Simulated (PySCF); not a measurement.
C2H6F2Si2, SMILES F/C=C(/[SiH3])[SiH2]F. Atoms are numbered in the order given.

```xyz
12

F     -0.3034     2.5609     0.0000
C      0.6640     1.6213     0.0000
C      0.3735     0.3154     0.0000
Si     1.7627    -0.9477     0.0000
Si    -1.4127    -0.2313     0.0000
F     -1.3561    -1.8679     0.0000
H      1.6549     2.0882     0.0000
H      3.0623    -0.2190     0.0000
H      1.6832    -1.8093     1.2087
H      1.6832    -1.8093    -1.2087
H     -2.1357     0.1994     1.2205
H     -2.1357     0.1994    -1.2205
```
Charge 0, spin multiplicity 1.

Coordinates come from a TPSSh-D3(BJ)/def2-SVP optimisation. The structure was generated by enumeration; whether it is a known compound was not checked. The values are those of a single conformer.

The numbers are results of PySCF with PBE/def2-TZVP, not measurements.

Symmetry labels are those of the subgroup Cs that the program uses (full group Cs).

Computed valence orbital energies around the gap with their symmetry:
| orbital | symmetry | energy (eV) |
|---|---|---|
| HOMO−7 | A" | -10.48 |
| HOMO−6 | A' | -9.94 |
| HOMO−5 | A' | -8.96 |
| HOMO−4 | A" | -8.80 |
| HOMO−3 | A' | -8.55 |
| HOMO−2 | A" | -8.34 |
| HOMO−1 | A' | -7.83 |
| HOMO | A" | -6.88 |
| LUMO | A" | -2.01 |
| LUMO+1 | A' | -0.89 |
| LUMO+2 | A' | -0.16 |
| LUMO+3 | A' | 0.22 |
